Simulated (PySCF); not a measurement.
Sulfur: a sound run and one with changed settings

Sound run: S⁺ [Ne] 3s2 3p3, S²⁺ [Ne] 3s2 3p2. All numbers are calculated (PySCF 2.14, no relativity, point nucleus, in def2-TZVP (5s5p2d1f, 37 functions)). The sound run starts from symmetry-adapted Hartree-Fock orbitals and uses a fine grid where one is needed.

Changed run: initial guess sap, at most 50 SCF cycles, level shift 10.0 hartree.

| species | method | sound run (hartree) | changed run (hartree) | converged |
| --- | --- | --- | --- | --- |
| S⁺ | UHF | -397.16268 | -397.16268 | no |
| S⁺ | TPSS | -397.75122 | -397.75117 | no |
| S⁺ | MN15 | -397.61910 | -397.61908 | no |
| S²⁺ | UHF | -396.32774 | -396.32774 | no |
| S²⁺ | TPSS | -396.89223 | -396.89219 | no |
| S²⁺ | MN15 | -396.76027 | -396.76026 | no |

A level shift slows the SCF but leaves a converged energy unchanged.
